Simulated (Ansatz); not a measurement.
Total energies of `[O]=[Ti]([F])[F]`.

Cartesian coordinates in Å:
```
O 1.151 -0.340 -1.035
Ti 0.011 0.067 -0.001
F 0.460 -0.022 1.728
F -1.622 0.296 -0.692
```

Total charge 0; spin multiplicity 1. Correlated methods include outer-core shells of Ti, which these sets cover unevenly. Scalar relativity is left out up to krypton. The geometry is a stationary point of PBE0-D4/def2-TZVP. Basis def2-TZVPP, the Gaussian-basis code of Ansatz.

RPA on PBE orbitals: Hartree–Fock energy of these orbitals -1122.31818 Eh, correlation -1.74490 Eh (frozen core).

| functional | energy without D4 (Eh) | D4 term (kJ/mol) |
| --- | --- | --- |
| LDA (SPW92) | -1120.88231 | – |
| PBE | -1124.22589 | -6.3 |
| revPBE | -1124.51732 | -17.4 |
| r2SCAN | -1124.55390 | -1.4 |
| B3LYP | -1124.70373 | -10.2 |
| r2SCANh | -1124.51630 | -1.5 |
| r2SCAN0 | -1124.46267 | -1.7 |
| HSE06 (plane-wave form) | -1124.19191 | -4.9 |
| B2PLYP | -1124.38929 | – |
| PBE-QIDH | -1124.06767 | – |

Task: Give the same for BLYP, B97M-V, PBE0, BHLYP, CAM-B3LYP, LC-ωPBE, ωB97X-V, ωB97M-V. (An estimate is asked.)

Result: Ansatz gave: 
| functional | energy without D4 (Eh) | D4 term (kJ/mol) |
| --- | --- | --- |
| BLYP | -1124.72321 | -13.8 |
| B97M-V | -1124.37776 | – |
| PBE0 | -1124.21092 | -5.3 |
| BHLYP | -1124.52046 | -8.3 |
| CAM-B3LYP | -1124.64905 | -5.4 |
| LC-ωPBE | -1124.34764 | – |
| ωB97X-V | -1124.46210 | – |
| ωB97M-V | -1124.55722 | – |

B3LYP takes the VWN-RPA correlation (the form of Gaussian; ORCA's B3LYP/G). HSE06 is the plane-wave form, built on full-range PBE exchange. The double hybrids freeze the cores in their second-order part.

LC-ωPBE has ω = 0.4 bohr⁻¹.
